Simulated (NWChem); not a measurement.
Species: CH3BeFS; SMILES [Be]([F])[S]C

```xyz
7

Be     0.0716    -1.0365    -0.0003
F     -0.4185    -2.3396    -0.0011
S      0.7721     0.7263     0.0012
C     -0.7756     1.7114     0.0032
H     -1.3750     1.5305    -0.8990
H     -0.4704     2.7661     0.0098
H     -1.3794     1.5206     0.9002
```
Atoms are numbered in this order, from 1.

Results from NWChem. STO-3G and 3-21G are far too small for this property and stand as cheap habits. Geometry: optimised at PBE0/def2-SVP. Field at 589 nm.

### Question
Estimate the computed values for B3LYP/STO-3G. Quantities: isotropic polarisability (bohr³); anisotropy (bohr³).

### Answer
```yaml
isotropic polarisability (bohr³): 23.5
anisotropy (bohr³): 22.6
```
